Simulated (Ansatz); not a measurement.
Atomisation energy of compounds of Br, in kcal/mol, species as SMILES. Conventions: dispersion terms only where a functional's name holds one; atomisation electronic, to ground-state atoms; non-relativistic; UHF or UKS for open shells; no spin-orbit coupling; LANL2DZ with its own core potentials from Na on. First-principles rows: single points at B3LYP-D3(BJ) geometries (Ansatz, a program for electronic structure).

wB97M-V/def2-TZVPD (Ansatz) is a level with limits of its own, not a measurement.

The rows were drawn at random among computed neutral closed-shell members with both values; the withheld row is one of them. Species whose geometry shows other bonds than their SMILES are left out. No case is left out for the size of its miss. Left out are saddle points of the reference geometry, anions that the best level run finds unbound, excited spin states, species near biochemistry, 298 K rows of species without real B3LYP wavenumbers, cases with under five habitual levels, runs that failed or that the program found above a lower state of the same kind, table entries that another table contradicts, and a share of species set aside by lot. Sets whose x spans too little, or whose line has r² under 0.6, are not shown. A multiple bond counts once.

| species | bonds (x) | B3LYP/LANL2DZ (Ansatz) | wB97M-V/def2-TZVPD (Ansatz) | second minus first (y) |
|---|---|---|---|---|
| [Br][Zn][Br] | 2 | 101.5 | 133.9 | 32.4 |
| [Ga][Br] | 1 | 88.1 | 100.4 | 12.3 |
| [SH][Be][Br] | 3 | 238.0 | 271.1 | 33.1 |
| [Al][Br] | 1 | 88.1 | 109.5 | 21.4 |
| FCBr [bromo(fluoro)methane] | 4 | 355.0 | 388.4 | 33.4 |

### Question
Fit the last column to a straight line in the number of bonds, and use it to estimate the value at wB97M-V/def2-TZVPD (Ansatz) for Br[Se]Br [bromo selenohypobromite], which has 2 bonds and 61.0 kcal/mol at B3LYP/LANL2DZ (Ansatz).

### Answer
Means: x 2.200, y 26.520. Sums about the means: Sxx 6.8, Sxy 39.68. Slope b = Sxy/Sxx = 5.835, intercept a = mean y - b·mean x = 13.68; the rows scatter about the line by 4.94 (root mean square), r² = 0.65. A constant correction, the mean of y, would give 87.5 kcal/mol. Correction a + b·2 = 25.35 kcal/mol. Prediction for Br[Se]Br [bromo selenohypobromite]: 86.4 kcal/mol. The value at wB97M-V/def2-TZVPD (Ansatz) is 106.5 kcal/mol, so the fit misses by -20.1 kcal/mol, against -45.5 kcal/mol without it. The fit is meant for species like these alone.
